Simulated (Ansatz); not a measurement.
The first iterations of a band of a periodic cell of 17 atoms, HC$_{16}$ (host C, host structure diamond, interstitial H), cell charge +1.

Level of theory: DFT PBE, scalar-relativistic, plane waves, PAW (Ansatz). Settings: cutoff 420 eV, k mesh 3x3x3, fermi-dirac smearing 0.05 eV, no spin polarisation.

```json
{
  "movable images": "5",
  "climbing image": "yes",
  "spring": "2.0 eV/Å²",
  "optimiser": "fire",
  "start path": "straight line",
  "force threshold": "0.05 eV/Å",
  "iteration limit": "58",
  "end points": "relaxed"
}
```

First end point:

```xyz
17
Lattice="0.0000 3.5700 3.5700 3.5700 0.0000 3.5700 3.5700 3.5700 0.0000" Properties=species:S:1:pos:R:3
C 0.045 0.017 0.018
C 0.973 0.905 0.875
C 1.847 1.817 0.022
C 2.737 2.693 0.922
C 1.836 0.006 1.812
C 2.721 0.899 2.700
C 3.612 1.790 1.813
C 4.506 2.675 2.701
C 0.108 1.877 1.745
C 0.941 2.694 2.707
C 1.817 3.571 1.806
C 2.634 4.404 2.768
C 1.818 1.775 3.591
C 2.695 2.664 4.491
C 3.606 3.538 3.638
C 4.495 4.466 4.494
H 3.703 4.381 2.260
```

Last end point:

```xyz
17
Lattice="0.0000 3.5700 3.5700 3.5700 0.0000 3.5700 3.5700 3.5700 0.0000" Properties=species:S:1:pos:R:3
C -0.022 -0.007 -0.045
C 0.867 0.887 0.840
C 1.757 1.798 -0.018
C 2.658 2.688 0.858
C 1.804 -0.013 1.703
C 2.660 0.875 2.631
C 3.542 1.768 1.736
C 4.504 2.586 2.569
C -0.022 1.787 1.740
C 0.866 2.672 2.634
C 1.754 3.566 1.752
C 2.611 4.494 2.640
C 1.757 1.769 3.509
C 2.657 2.645 4.399
C 3.481 3.628 3.611
C 4.443 4.461 4.429
H 3.990 3.651 2.544
```

| iteration | highest image above the first end (eV) | largest band force component (eV/Å) |
| --- | --- | --- |
| 1 | 0.285 | 1.335 |
| 2 | 0.174 | 0.809 |
| 3 | 0.134 | 0.742 |
| 4 | 0.125 | 0.607 |
| 5 | 0.112 | 0.441 |
| 6 | 0.101 | 0.456 |
| 7 | 0.094 | 0.461 |
| 8 | 0.093 | 0.460 |
| 9 | 0.092 | 0.458 |
| 10 | 0.089 | 0.463 |
| 11 | 0.087 | 0.442 |
| 12 | 0.086 | 0.427 |
| 13 | 0.084 | 0.416 |

Problem. Does the band converge within its limit, and where does its top end?

Solution. The forces met the threshold. It ended after 39 iterations with the highest image 0.043 eV above the first end. The profile has 2 maxima (images 2, 5) with wells between them (image 3): this band takes more than one step, which may be the mechanism or a detour left from its start path. By the program's own check the climbing image is of a kind that is not told: the force calls were inconclusive, a negative curvature could not be distinguished from the path's own, the only one lies far off the path, or fixed occupations may fill a level only in part (lowest curvatures found: -2.85 and 0.69 eV/Å²). Limits of this set-up: charged cell in a uniform background, uncorrected.

The run took 7.4 min on 1 thread of Intel(R) Xeon(R) 6975P-C (Granite Rapids), on a shared host, peak memory 0.49 GiB.
